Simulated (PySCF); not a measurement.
**Exercise with solution: dipole moment from atomic charges**

B(Cl)(F)(SiH3) (BClFH₃Si), SMILES FB([SiH3])Cl. Atoms are numbered in the order given.

```xyz
7

B      0.4266     0.1553     0.0000
Cl    -0.6600     1.5484     0.0000
F      1.7220     0.4071     0.0000
Si    -0.3390    -1.7279     0.0000
H      0.7297    -2.7682     0.0000
H     -1.1967    -1.9026     1.2096
H     -1.1967    -1.9026    -1.2096
```

The structure is a stationary point at B3LYP-D3(BJ)/def2-SVP.

Charges (e) from B3LYP/def2-TZVPD run with PySCF:

| atom | IAO | ESP fit |
|---|---|---|
| B1 | 0.239 | 0.352 |
| Cl2 | -0.075 | -0.141 |
| F3 | -0.288 | -0.202 |
| Si4 | 0.448 | 0.152 |
| H5 | -0.114 | -0.046 |
| H6 | -0.105 | -0.058 |
| H7 | -0.105 | -0.058 |

The dipole moment of the full density is 0.77 D.

Problem. What dipole moment does each set of point charges give, and which comes closer to that of the density?

Solution. 
μ = Σ q r, and 1 e Å = 4.8032 D.
IAO: Σ q r = (-0.328, -0.255, 0.000) e Å, |μ| = 2.00 D.
ESP fit: Σ q r = (-0.051, -0.160, 0.000) e Å, |μ| = 0.81 D.
ESP fit comes closer in size. Point charges leave out the atoms' own dipoles (lone pairs, polarised bonds); fits to the potential absorb them, partitions of the density don't.
